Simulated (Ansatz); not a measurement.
input.yaml

```yaml
crystal:
  periodic: [false, false, false]
  atoms:
    - { symbol: Hf, position_ang: [0.0, 0.0, 0.0] }
    - { symbol: O, position_ang: [0.0, 0.0, 2.07] }
    - { symbol: H, position_ang: [-0.9095, -0.2814, 2.4071] }
    - { symbol: F, position_ang: [1.8671, 0.0, -0.6593] }
    - { symbol: O, position_ang: [-0.975, 1.6891, -0.6893] }
    - { symbol: H, position_ang: [-1.9328, 1.4584, -0.9117] }
    - { symbol: F, position_ang: [-0.9326, -1.6157, -0.6593] }
basis:
  gaussian: { orbitals: def2-SVP }
hamiltonian:
  xc: pbe
relax:
  f_tol: 0.02
  max_steps: 40
output:
  orbitals: {}
```

Launched with:

```bash
$ ansatz run input.yaml --threads 1 --pin off --max-ram 2048MiB --backend cpu --events-out ev --progress --plain --runs-dir out
```

Hardware: 1 thread of Arm Neoverse V2, with other jobs on the host.

Problem. Roughly how long does this run take, and how much memory?

Solution. 43 s, with a peak of 0.18 GiB, for 12 ionic steps.
